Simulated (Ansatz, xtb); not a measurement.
Two structures of CuFOSi

We compare I, a singlet given by its coordinates, with II, `O=[Si](F)[Cu]`, a singlet. Both are isolated molecules in the gas phase, relaxed with r2SCAN-D4/def2-SVP.

I (Å):

```xyz
4

Cu   -0.5797   -0.2564    0.2172
F    -2.2066   -0.4091    0.7891
O     1.1874   -0.1061   -0.3599
Si    1.5860   -0.6322    1.0840
```

Close contacts (Å): Cu1–F2 1.73, Cu1–O3 1.87, Cu1–Si4 2.36, O3–Si4 1.59.

II (Å):

```xyz
4

Cu   -1.8568   -0.2930    0.4718
F    -0.0554    1.0158   -1.7394
O     1.4901   -0.3244    0.1016
Si    0.0999    0.1141   -0.3903
```

**Question.** Estimate E(II) − E(I) at the level CCSD(T)/def2-TZVP.

**Answer.** Calculated at CCSD(T)/def2-TZVP: E(II) − E(I) = −66.6 kJ/mol, so structure II lies lower.

Level by level:

```tsv
level	geometry	E(II) − E(I) (kJ/mol)	departure from the last row (kJ/mol)	job, with rough time for the two
GFN2-xTB	GFN2-xTB	−27.4	+39.2	optimisation, 0.27 s
HF/STO-3G	GFN2-xTB	+36.3	+103.0	single point, 3.2 s
r2SCAN-D4/def2-SVP//GFN2-xTB	GFN2-xTB	−19.5	+47.2	single point, 3 s
r2SCAN-D4/def2-SVP	r2SCAN-D4/def2-SVP	−16.5	+50.2	optimisation, 25 s
HF/def2-TZVP	r2SCAN-D4/def2-SVP	−139.0	−72.4	part of the CCSD(T) run
MP2/def2-TZVP	r2SCAN-D4/def2-SVP	−41.7	+25.0	part of the CCSD(T) run
CCSD(T)/def2-TZVP	r2SCAN-D4/def2-SVP	−66.6		single point, 2.2 min
```

HF/STO-3G puts the two in the other order. The largest departure from CCSD(T)/def2-TZVP is that of HF/STO-3G, 103.0 kJ/mol.

With harmonic frequencies from r2SCAN-D4/def2-SVP (ideal gas, rigid rotor, one conformer each, 298.15 K, 1 atm): on the last row, ΔE + ΔZPE = −64.7, ΔH = −65.0, ΔG = −65.5 kJ/mol.

The T1 diagnostic of structures I and II is large, so the coupled-cluster value is less sure. The correlated steps freeze 12 core orbitals; the last core shell of Cu is correlated, in a basis made for valence electrons. Codes used: Ansatz 0.2.0, xtb 6.7.1; the last row on 1 thread of Intel(R) Xeon(R) Platinum 8488C (Sapphire Rapids) on a shared host.
